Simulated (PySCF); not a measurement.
**Assignment exercise: C$_{6}$H$_{8}$F$_{3}$OP**

Structure with atom numbers: `[CH3:1][CH:2]([CH3:3])[P@:4]1(=[O:5])[CH:6]=[C:7]1[C:8]([F:9])([F:10])[F:11]` (H(Xn): hydrogen on atom n).

- NMR shieldings at PBE0/pcSseg-1/GIAO
- geometry from GFN2-xTB
- run in PySCF 2.14.0 with density-fitted response routines
- one computed conformer, relativity neglected, gas phase, equivalent nuclei averaged

Scale: TMS for $^{13}$C (186.93 ppm), $^{1}$H (31.72 ppm) (reference shieldings calculated alike).

**Question.** Assign these signals to the numbered atoms. $^{13}$C{$^{1}$H} NMR (computed): δ 175.9 (C), 169.2 (CH), 130.1 (C), 37.7 (CH), 21.3 (CH3), 18.5 (CH3).

**Answer.** 
175.9 → C7, fully substituted alkene carbon
169.2 → C6, alkene CH
130.1 → C8, CF3 carbon: 3 electronegative neighbours deshield it
37.7 → C2, sp3 CH bonded to P
21.3 → C1, methyl carbon: saturated and bonded to C and H only
18.5 → C3, methyl carbon

**Question.** Assign these signals to the numbered atoms. $^{1}$H NMR (400 MHz, computed): δ 9.19 (m, 1H), 2.83 (m, 1H), 1.60 (m, 3H), 0.68 (m, 3H).

**Answer.** 
9.19 → H(C6), hydrogen on an alkene CH
2.83 → H(C2), hydrogen on an sp3 CH bonded to P
1.60 → H(C3), hydrogen on a methyl carbon
0.68 → H(C1), hydrogen on a methyl carbon

Splittings by $^{19}$F and $^{31}$P in the carbon and heteronuclear signals aren't shown, as no couplings were computed. Shifts are as computed. Against solution values, carbons near 30 ppm lie about +3 ppm off and those near 130 ppm about +5 ppm. Of 1211 compounds with measured shifts, 218 miss one by over three times the rms of a fit or turn the order of signals round; such compounds aren't used in these exercises. No couplings were computed; multiplicities are counted from neighbouring protons, with m where these are inequivalent, close in shift, in a saturated or five-membered ring or joined by F or P, and br s for small geminal =CH2 splittings.
